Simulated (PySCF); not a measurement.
prop-2-enylcyclopropane (C₆H₁₀), SMILES C1C(C1)CC=C.

Coordinates come from a B3LYP-D3(BJ)/def2-SVP optimisation. Other conformers were not sampled.

The numbers are results of PySCF with TDA-PBE/def2-SVPD, not measurements.

Vertical excitations. Gas-phase values at a fixed geometry.

Computed lowest excited states:
```
state  energy (eV)  λ (nm)      f                                                               main pairs
-----  -----------  ------  -----  -----------------------------------------------------------------------
S1            5.82     213  0.008                                         HOMO−1→LUMO 85 %, HOMO→LUMO 14 %
S2            6.10     203  0.010                                                         HOMO−2→LUMO 87 %
S3            6.67     186  0.036                                                         HOMO→LUMO+1 90 %
S4            6.91     179  0.018                                                         HOMO→LUMO+2 91 %
S5            7.03     176  0.022                                     HOMO→LUMO+3 47 %, HOMO−1→LUMO+1 30 %
S6            7.09     175  0.027                                     HOMO−1→LUMO+1 65 %, HOMO→LUMO+3 34 %
S7            7.27     171  0.055  HOMO−3→LUMO 47 %, HOMO→LUMO+4 20 %, HOMO−1→LUMO+2 11 %, HOMO→LUMO+3 9 %
S8            7.30     170  0.003                                     HOMO−1→LUMO+2 78 %, HOMO→LUMO+4 20 %
S9            7.33     169  0.002                   HOMO→LUMO+4 51 %, HOMO−3→LUMO 37 %, HOMO−1→LUMO+2 10 %
S10           7.40     168  0.017                                                       HOMO−2→LUMO+1 95 %
T1            4.44     279      0                                                           HOMO→LUMO 90 %
T2            5.75     216      0                                                         HOMO−1→LUMO 93 %
T3            6.05     205      0                                                         HOMO−2→LUMO 96 %
T4            6.62     187      0                                                         HOMO→LUMO+1 98 %
```
Triplets are in the Tamm–Dancoff approximation.
